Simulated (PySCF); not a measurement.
Relaxation of singlet SeOBr2

Level of theory: PBE in PySCF with Se def2-SVP, O def2-SVP, Br def2-SVP; no relativity; density-fitted integrals. A (50,194) grid was used.

A hand-made T-shaped (ligand arrangement 1) start, of Cs symmetry, held to at least that symmetry:

```xyz
4
charge 0 multiplicity 1, angstrom
Se   -0.6116    0.0000   -0.7439
O    -2.2506    0.0000   -0.6867
Br   -0.6116    0.0000    1.5561
Br    1.6870    0.0000   -0.6636
```

Optimiser trace:
| step | E − E(last) (kJ/mol) | largest gradient (Eh/bohr) |
| --- | --- | --- |
| 0 | 146.83 | 0.07793 |
| 1 | 83.33 | 0.03324 |
| 2 | 62.79 | 0.01225 |
| 3 | 52.46 | 0.00822 |
| 4 | 49.07 | 0.00691 |
| 5 | 47.31 | 0.00509 |
| 6 | 45.22 | 0.00631 |
| 7 | 41.45 | 0.00692 |
| 8 | 31.05 | 0.00838 |
| 9 | 23.05 | 0.01573 |
| 10 | 17.61 | 0.01601 |
| 11 | 15.02 | 0.01379 |
| 12 | 11.91 | 0.00746 |
| 13 | 9.84 | 0.00611 |
| 14 | 6.01 | 0.00710 |
| 15 | 2.20 | 0.01283 |
| 16 | 0.99 | 0.00974 |
| 17 | 0.39 | 0.00264 |
| 18 | 0.18 | 0.00182 |
| 19 | 0.06 | 0.00122 |
| 20 | 0.01 | 0.00067 |
| 21 | 0.00 | 0.00016 |

It ends at C2v with Se–Br 2.537 Å (×2), Se–O 1.631 Å; Br–Se–Br 156.6°, Br–Se–O 101.7° (×2) (after a last refinement on a finer grid). The frequency run here used a shortcut that can spoil soft modes, so no verdict on minimum or saddle point is given.
